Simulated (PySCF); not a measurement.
CaSn: from constants to spectrum

PBE0 constants of CaSn, ³Π (triplet), unpaired electrons σ ↑, π ↑, a second solution, started from another occupation (Ca def2-SVP, Sn def2-SVP with ECP28; scalar-relativistic core potentials (PySCF 2.14); masses 39.9626 and 119.9022 u):

| Item | Value |
| --- | --- |
| ωe | 139.7 cm⁻¹ |
| ωexe | 0.741 cm⁻¹ |
| Be | 0.051462 cm⁻¹ |
| αe | 0.000299 cm⁻¹ |

(1) What force constant and bond length do these constants imply?

(2) Estimate the centrifugal constant D from the Kratzer relation and find the Dunham coefficient a1.

These are scalar-relativistic numbers at best; spin–orbit coupling would shift them, the dissociation energy most.

## Answers

(1) Reduced mass μred = 29.973 u; k = 5.8918×10⁻⁷·μred·ωe² (u, cm⁻¹, mdyn/Å) = 0.345 mdyn/Å; Re = √(16.8576/(μred·Be)) (u, cm⁻¹, Å) = 3.306 Å.

(2) D = 4Be³/ωe² = 2.79e-08 cm⁻¹; a1 = −1 − αeωe/(6Be²) = -3.63.
